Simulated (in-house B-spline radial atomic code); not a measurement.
Settings and results of a run for Fe⁺. Computed with a radial B-spline atomic code at the basis-set limit: scalar-relativistic (X2C) PBE, spherical fractional occupations, Fermi nucleus of rms radius 3.7377 fm, inside a hard spherical wall at 3.17 bohr.

Command:
```bash
python run_scf.py task.json out
```
Settings (nuclear radius in fm, mass in u):
```
Z                26
configuration    [Ar] 3d7
hamiltonian      x2c
method           pbe,pbe
spin_polarised   False
nucleus          fermi
rms_radius       3.7377
atomic_mass      55.93494
speed_of_light   137.035999084
wall_radius      3.17
```

Output (hartree, bohr):
```
 radial grid: 61 intervals, B-splines of order 8, outer radius 3.17 bohr

 iter        energy (Eh)    residual
    1       -1269.862227    3.20e-01
    2       -1268.735367    2.87e-01
    3       -1271.658961    5.80e-02
    4       -1271.753536    1.27e-02
    5       -1271.739994    2.41e-02
    6       -1271.762543    1.24e-03
    7       -1271.762599    9.26e-05
    8       -1271.762600    4.37e-06
    9       -1271.762600    4.09e-08

 total energy                     -1271.76260
 kinetic                            1290.6609
 electron-nucleus                  -3047.5463
 Hartree                             541.2094
 exchange-correlation                -56.0866

 orbital      occ     eigenvalue          <r>       <r^2>       <1/r>       r_max
 1s         2.000      -256.8627    0.0581404  0.00455895     26.3317     0.03791
 2s         2.000       -29.9276     0.266698   0.0840602     5.61334      0.2223
 2p         6.000       -25.4777     0.235402   0.0681265     5.45928      0.1797
 3s         2.000        -3.3477     0.820838     0.77994     1.73321      0.7041
 3p         6.000        -2.1131     0.874762    0.905063     1.57611      0.7189
 3d         7.000        -0.2034      1.08702     1.46459     1.20381      0.7338
```

Cost of the run: 0.06 s on 1 thread of Arm Neoverse V2, on a shared host.

One-electron X2C: radii and densities carry no picture-change correction, so inner-shell <1/r> comes out high (for 1s by about 2 % at Z = 33, 5 % at 54, 10 % at 75, 30 % at 118) and <r> low.
